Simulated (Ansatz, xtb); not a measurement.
# Relaxing a trial structure of GaH5NP

The starting geometry of this gas-phase singlet was built from a drawn formula by distance geometry and a force field; its bonds are those of `[NH]1[PH2+][GaH2-]1`.

```yaml
atoms:
  - { symbol: Ga, position_ang: [-0.9604, 1.2355, -0.0711] }
  - { symbol: N, position_ang: [-0.4290, -0.0752, -1.2902] }
  - { symbol: P, position_ang: [1.0751, 0.4307, -0.5394] }
  - { symbol: H, position_ang: [-0.6677, -0.9963, -0.8341] }
  - { symbol: H, position_ang: [1.8922, 1.1874, -1.4285] }
  - { symbol: H, position_ang: [1.6159, -0.5818, 0.2770] }
  - { symbol: H, position_ang: [-1.3335, 2.6465, -0.8001] }
  - { symbol: H, position_ang: [-1.6811, 0.6183, 1.2405] }
```

Problem. Where would you expect an optimisation with r2SCAN-D4/def2-SVP to take it?

Solution. A bond breaks, leaving `P[NH][GaH2]`. Contacts that open: Ga1–P3 (2.24 → 3.15 Å).

The energy falls by 1.59 eV over 17 steps:

```tsv
step	E − E(last) (eV)
1	1.586
3	0.669
5	0.510
6	0.476
8	0.385
10	0.224
12	0.054
13	0.010
15	0.000
17	0.000
```

Final geometry (Å):

```xyz
8

Ga   -1.5137    1.2633    0.0234
N    -0.1130    0.1752   -0.4393
P     1.4672    0.7334   -0.8547
H    -0.2696   -0.8320   -0.4555
H     1.7229   -0.0327   -2.0444
H     2.2850   -0.1486   -0.0664
H    -1.2275    2.7885    0.0358
H    -2.8398    0.5180    0.3554
```

From the same start GFN2-xTB reaches the same bonding as this run.

No frequencies were run, so the end isn't proven a minimum. Run with Ansatz 0.2.0, 34 s on 2 threads of Arm Neoverse V1, on a shared host.
